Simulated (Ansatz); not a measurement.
Born–Oppenheimer molecular dynamics of ClH3OSn (6 atoms, charge 0, multiplicity 1). It goes on from the last frame of an earlier run, with new velocities.

Computed with Ansatz, RKS B3LYP/def2-SVP.

| Item | Value |
| --- | --- |
| ensemble | NVT, Langevin thermostat |
| time step | 1 fs |
| steps asked | 150 |
| set temperature | 300 K |
| friction | 0.001 /fs |
| seed | 683680 |

First frame:

```xyz
6
Properties=species:S:1:pos:R:3
Sn -0.221 -0.105 -0.028
O -0.484 0.467 1.826
H 0.122 0.036 2.421
Cl 2.016 0.174 -0.545
H -1.235 0.874 -0.969
H -0.626 -1.903 -0.197
```

(1) How far do the bonds stretch over the last three quarters of this one trajectory? (Pairs bonded in most of those frames.)

## Answers

(1) 
```tsv
bond	mean (Å)	spread (Å)	shortest	longest
Sn1–O2	1.993	0.030	1.95	2.03
Sn1–Cl4	2.393	0.053	2.30	2.45
Sn1–H5	1.734	0.074	1.61	1.84
Sn1–H6	1.717	0.075	1.61	1.84
O2–H3	0.971	0.025	0.93	1.01
```

Mean temperature of the second half: 246 K. The mean temperature of the second half is 18 % below the set value. A run of 0.15 ps of so small a system gives no equilibrium averages.

Run time: 7.9 min on 1 thread of Arm Neoverse V1 (shared host), peak memory 0.14 GiB.
